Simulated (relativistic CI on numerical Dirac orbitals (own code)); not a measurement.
A reference radial Dirac CI calculation of Si III gave the lowest total energy -288.56738 Ha in 51 SCF steps, from this input:

```
atom Si  Z=14  charge=2  electrons=12
nucleus A=28  rms_radius_fm=3.1224
hamiltonian dirac-coulomb  breit=on  qed=on  c_scale=1
orbitals kli  potential=per-configuration
slater_scale 1
correlation none
mixing on
grid step=0.0125 r_max=34.3
scf mixing=0.4 start=green max_iterations=150 tolerance=2e-08 node_fill=0.05
configurations
  [Ne] 3s2
  [Ne] 3s 3p
  [Ne] 3p2
  [Ne] 3s 3d
  [Ne] 3d2
end
```

One setting was then changed (and the iteration limit cut to 67), and the output read:

```
SCF 1: [Ne] 3s2
 iter      energy (Ha)   residual   last orbital (Ha)
    1      -285.577205   1.69e+00     -1.70641
    2      -288.302458   7.58e-01     -1.30334
    3      -288.390264   7.08e-02     -1.03446
    4      -288.456464   3.42e-02     -1.00031
    5      -288.388022   8.96e-03     -0.92529
    6      -288.387824   8.28e-03     -0.92516
    7      -288.390705   7.26e-04     -0.92476
    8      -288.391365   2.24e-04     -0.92491
    9      -288.390990   4.56e-05     -0.92475
   10      -288.391018   3.29e-06     -0.92477
   11      -288.391026   2.98e-06     -0.92477
   12      -288.391022   1.06e-07     -0.92477
   13      -288.391022   3.83e-08     -0.92477
   14      -288.391022   2.03e-09     -0.92477
SCF 2: [Ne] 3s 3p
 iter      energy (Ha)   residual   last orbital (Ha)
    1      -285.304088   1.68e+00     -1.35883
    2      -288.057851   7.46e-01     -1.01226
    3      -288.155565   6.78e-02     -0.80706
    4      -288.237311   2.90e-02     -0.77739
    5      -288.183730   8.30e-03     -0.74089
    6      -288.184102   5.06e-03     -0.74227
    7      -288.185482   3.71e-04     -0.74366
    8      -288.185355   3.07e-05     -0.74344
    9      -288.185312   4.31e-05     -0.74341
   10      -288.185315   3.35e-06     -0.74341
   11      -288.185312   2.61e-07     -0.74341
   12      -288.185312   2.03e-08     -0.74341
   13      -288.185312   1.06e-08     -0.74341
SCF 3: [Ne] 3p2
 iter      energy (Ha)   residual   last orbital (Ha)
    1      -284.925842   1.67e+00     -1.35883
    2      -287.723298   7.32e-01     -1.01774
    3      -287.842990   6.58e-02     -0.82254
    4      -287.921972   2.76e-02     -0.79886
    5      -287.883872   7.15e-03     -0.77170
    6      -287.884420   3.44e-03     -0.77361
    7      -287.884784   3.35e-04     -0.77390
    8      -287.884832   1.29e-04     -0.77381
    9      -287.884777   5.07e-06     -0.77379
   10      -287.884778   1.89e-06     -0.77379
   11      -287.884779   1.80e-07     -0.77379
   12      -287.884779   4.09e-09     -0.77379
SCF 4: [Ne] 3s 3d
 iter      energy (Ha)   residual   last orbital (Ha)
    1      -284.959930   1.58e+00     -0.79167
    2      -287.667453   6.90e-01     -0.62413
    3      -287.832414   5.46e-02     -0.55400
    4      -287.906072   3.03e-02     -0.54354
    5      -287.875370   3.54e-03     -0.53211
    6      -287.875720   2.15e-03     -0.53210
    7      -287.876445   2.56e-04     -0.53219
    8      -287.876566   1.28e-05     -0.53221
    9      -287.876560   3.23e-06     -0.53221
   10      -287.876561   2.08e-07     -0.53221
   11      -287.876561   5.24e-08     -0.53221
   12      -287.876561   1.25e-09     -0.53221
SCF 5: [Ne] 3d2
 iter      energy (Ha)   residual   last orbital (Ha)
    1      -284.294511   1.51e+00     -0.79167
    2      -286.974129   6.13e-01     -0.62822
    3      -287.209102   3.49e-02     -0.57817
    4      -287.234903   1.82e-02     -0.58233
    5      -287.228286   9.85e-04     -0.58427
    6      -287.228336   6.08e-04     -0.58430
    7      -287.227867   3.35e-05     -0.58432
    8      -287.227880   2.71e-06     -0.58430
    9      -287.227883   1.32e-06     -0.58430
   10      -287.227882   1.93e-07     -0.58430
   11      -287.227882   4.84e-09     -0.58430
orbital energies (Ha): 1s -65.0267  2s -5.3854  2p1/2 -3.7518  2p3/2 -3.7297  3s -0.9248
configuration averages (Ha): Dirac-Coulomb, Breit, QED
  3s2                           -288.391022    0.052819    0.035446
  3s 3p                         -288.185312    0.052814    0.035400
  3p2                           -287.884779    0.052811    0.035335
  3s 3d                         -287.876561    0.052782    0.035421
  3d2                           -287.227882    0.052725    0.035347
levels: no., configuration, term, J, E (cm-1), weight
   1 3s2                    1S   0                0.0  0.95
   2 3s 3p                  3P*  0            43452.7  1.00
   3 3s 3p                  3P*  1            43574.9  1.00
   4 3s 3p                  3P*  2            43823.1  1.00
   5 3s 3p                  1P*  1            78145.3  1.00
   6 3p2                    1D   2           101812.5  0.57
   7 3p2                    3P   0           111625.4  0.99
   8 3p2                    3P   1           111755.0  0.99
   9 3p2                    3P   2           112005.6  0.99
  10 3s 3d                  3D   2           117178.3  1.00
  11 3s 3d                  3D   1           117178.3  1.00
  12 3s 3d                  3D   3           117178.9  1.00
  13 3p2                    1S   0           134751.3  0.90
  14 3s 3d                  1D   2           146726.0  0.56
lowest total energy -288.335448 Ha
end: converged
```

Problem. Which setting was changed?
A. QED terms
B. Breit term
C. node fill of the KLI weights
D. configuration list

Solution. C. The node fill of the KLI weights 50. This setting is bad on purpose; its numbers may not be properties of the ion.
